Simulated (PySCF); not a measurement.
Stepwise substitution at one centre (B Br-CH3). All species are isolated molecules in the gas phase. Strings in code marks are SMILES.

The S1–T1 gap (TDA) from two functionals at the same geometries (B3LYP-D3(BJ)/def2-TZVP), both in PySCF: PBE-D3(BJ)/def2-TZVP and ωB97X-D3(BJ)/def2-TZVP. Excitations are Tamm–Dancoff values on a coarser integration grid. The basis has no diffuse functions, so Rydberg states are missing or too high.

```json
[
 {"species": "0 of 3 Br replaced by CH3 (`B(Br)(Br)Br`)", "PBE-D3(BJ)/def2-TZVP (eV)": "0.16", "ωB97X-D3(BJ)/def2-TZVP (eV)": "0.14"},
 {"species": "1 of 3 Br replaced by CH3 (`BrB(C)Br`)", "PBE-D3(BJ)/def2-TZVP (eV)": "0.16", "ωB97X-D3(BJ)/def2-TZVP (eV)": "0.15"},
 {"species": "2 of 3 Br replaced by CH3 (`CB(C)Br`)", "PBE-D3(BJ)/def2-TZVP (eV)": "0.21", "ωB97X-D3(BJ)/def2-TZVP (eV)": "0.24"}
]
```

Over these rows, drawn at random from the members with no instability flagged (it was tested for open shells, ions and some series alone), PBE minus ωB97X-D3(BJ): mean 0.00 eV, from -0.02 eV to +0.02 eV.
